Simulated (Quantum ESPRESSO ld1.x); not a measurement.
Gd2+, 62 electrons, occupied as [Xe] 4f(up 7, down 0) 5d(up 0.5, down 0.5) (fractional occupations, a model configuration). All-electron calculation, scalar-relativistic Kohn-Sham, LDA (Slater exchange, VWN5 correlation), spin-polarised, spherical densities, point nucleus. Program: ld1.x of Quantum ESPRESSO 7.5. Some entries of the table are withheld. Estimate them.

| orbital | occ. | eigenvalue (eV) | <1/r> (bohr^-1) | <r^2> (bohr^2) |
|---|---|---|---|---|
| 1s down | 1 | -50070.661 | 71.61 | 0.0006556 |
| 1s up | 1 | -50070.661 | 71.61 | 0.0006556 |
| 2s up | 1 | -8279.264 | 16.61 | 0.01029 |
| 2s down | 1 | -8279.158 | 16.61 | 0.01029 |
| 2p up | 3 | -7372.205 | 15.51 | 0.008287 |
| 2p down | 3 | -7372.129 | 15.51 | 0.008287 |
| 3s up | 1 | -1846.152 | 6.089 | 0.06844 |
| 3s down | 1 | -1843.434 | 6.095 | 0.06833 |
| 3p up | 3 | -1565.157 | 5.727 | 0.06860 |
| 3p down | 3 | -1562.461 | 5.733 | 0.06846 |
| 3d up | 5 | -1193.152 | 5.436 | 0.05761 |
| 3d down | 5 | -1191.044 | 5.442 | 0.05745 |
| 4s up | 1 | -384.332 | 2.572 | 0.3455 |
| 4s down | 1 | -378.320 | 2.571 | 0.3457 |
| 4p up | 3 | -291.656 | 2.364 | 0.3901 |
| 4p down | 3 | -285.707 | 2.362 | 0.3906 |
| 4d up | 5 | -163.424 | 2.084 | 0.4695 |
| 4d down | 5 | -157.597 | 2.080 | 0.4719 |
| 5s up | 1 | -64.925 | (1) | 1.966 |
| 5s down | 1 | -61.951 | (2) | 2.031 |
| 5p up | 3 | -42.069 | 0.8514 | 2.684 |
| 5p down | 3 | -39.861 | 0.8290 | 2.812 |
| 4f up | 7 | -24.587 | (3) | 0.9313 |
| 4f down | 0 | -19.472 | (4) | 1.070 |
| 5d up | 0.5 | -15.770 | 0.5551 | 6.250 |
| 5d down | 0.5 | -14.911 | 0.5290 | 6.808 |

Answer. 
(1) 5s up <1/r> (bohr^-1): 1.006
(2) 5s down <1/r> (bohr^-1): 0.9867
(3) 4f up <1/r> (bohr^-1): 1.538
(4) 4f down <1/r> (bohr^-1): 1.492
